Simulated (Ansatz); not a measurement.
Basis-set extrapolation for `[BH2-]1[OH+][BH2-][OH+]1` (PBE0-D4/def2-TZVP geometry, frozen core, Ansatz 0.2.0). Multiplicity 1, RHF reference.

```csv
,def2-TZVPP,def2-QZVPP
HF,-202.739320,-202.748883
MP2 correlation,-0.723264,-0.776053
CCSD(T) correlation,-0.779560,not run
```

Energies in hartree. Use E(X) = E(∞) + A·exp(−7.88·√X) for Hartree–Fock and E(X) = E(∞) + B·X^(−2.97) for correlation, with X = 3 and 4, and add CCSD(T) minus MP2 of the smaller set to the MP2 limit.

Q: What is the CCSD(T) energy at the basis-set limit?

A: HF limit: -202.748883 + (-0.009563) × 0.13774 = -202.75020. MP2 limit: -0.776053 + (-0.052789) × 0.74074 = -0.81516. Higher-order term: -0.779560 − (-0.723264) = -0.05630. Total: -203.62166 hartree, 64.5 kcal/mol below CCSD(T)/def2-TZVPP.
